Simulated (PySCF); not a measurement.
Ions at one geometry of [Tl(SH)2]+

PySCF 2.14.0, RKS PBE0, Tl def2-SVP with ECP60, S def2-SVP, H def2-SVP; non-relativistic Hamiltonian with scalar-relativistic core potentials where named; density fitting; no spin-orbit coupling; singlets restricted, open shells unrestricted. The geometry is relaxed for charge +1, singlet, vacuum:

```xyz
5

Tl    0.0000    0.0000    0.5110
S     2.3559    0.3557    0.5719
H     2.5758   -0.5678   -0.3999
S    -2.3559   -0.3557    0.5719
H    -2.5758    0.5678   -0.3999
```

Energies count from the relaxed state; an electron taken off or put on is at rest in vacuum. Charges and spins are Mulliken's.

| state | energy (eV) | spin squared | charge on Tl1 (e) | spin on Tl1 (e) | dipole about the centre of mass (D) |
| --- | --- | --- | --- | --- | --- |
| charge +1, singlet, vacuum | 0.00 | 0.00 | 0.62 | 0.00 | 1.58 |
| charge +2, doublet, vacuum | 15.14 | 0.76 | 0.82 | -0.03 | 1.85 |

Q: What does the state charge 0, doublet, vacuum give?

A: energy (eV) -6.43, spin squared 0.76, charge on Tl1 (e) 0.29, spin on Tl1 (e) 0.26, dipole about the centre of mass (D) 1.10.

With an electron taken off (doublet) the charges change, summed by element, by Tl +0.20 e, S +0.67 e, H +0.14 e. The vertical ionisation energy is 15.14 eV, against −ε(HOMO) = 13.09 eV of the relaxed state. The level lies 2.0 eV too high, as is usual for semilocal functionals and global hybrids, which keep a self-interaction error.

With an electron put on (doublet) the charges change, summed by element, by Tl -0.34 e, S -0.52 e, H -0.14 e. The vertical electron affinity is 6.43 eV, against −ε(LUMO) = 8.45 eV of the relaxed state.

Open shells may have lower solutions than those found.
